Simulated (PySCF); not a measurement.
A calculated (revPBE, PySCF 2.14, aug-cc-pV(Q+d)Z, the non-relativistic Hamiltonian (point nucleus)) atom or ion has these occupied shells.

| shell | electrons | orbital energy (eV) | rms radius, mean of both spins (bohr) |
| --- | --- | --- | --- |
| 1s | 2 | -1544.9 | 0.140 |
| 2s | 2 | -142.60 | 0.682 |
| 2p | 6 | -104.50 | 0.674 |

Name the element and its charge.

Al³⁺ (aluminium, charge +3), in [Ne], closed-shell 1S.
